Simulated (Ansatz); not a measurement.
A structure relaxed at PBE0-D4/def2-TZVP, charge 0, multiplicity 1:

```
atom   x (Å)   y (Å)   z (Å)
  C1  -1.929   0.731  -0.576
 Al2  -0.030   0.330  -0.701
  C3   1.045   0.372  -2.321
  O4   0.817  -0.023   0.744
  B5   0.612  -0.732   1.875
  O6   1.382  -0.559   2.999
  O7  -0.389  -1.672   1.919
  H8  -2.441   0.658  -1.539
  H9  -2.419   0.055   0.130
 H10  -2.086   1.749  -0.203
 H11   1.173  -0.641  -2.719
 H12   2.049   0.761  -2.129
 H13   0.589   0.972  -3.113
 H14   2.056   0.110   2.862
 H15  -0.429  -2.111   2.771
```

**Question.** Give its formula and SMILES.

**Answer.** C2H8AlBO3, `[CH3][Al]([CH3])[O]B(O)O`.

**Question.** Point group (tolerance 0.08 Å, 0.16 Å for H)?

**Answer.** C1.

**Question.** Summarise the bond lengths by kind.

**Answer.** 2 × Al–C 1.945 Å; 6 × C–H 1.093 to 1.096 Å; 1 × Al–O 1.712 Å; 3 × B–O 1.351 to 1.374 Å; 2 × H–O 0.959 to 0.960 Å.

Results of the Gaussian-basis code of Ansatz.
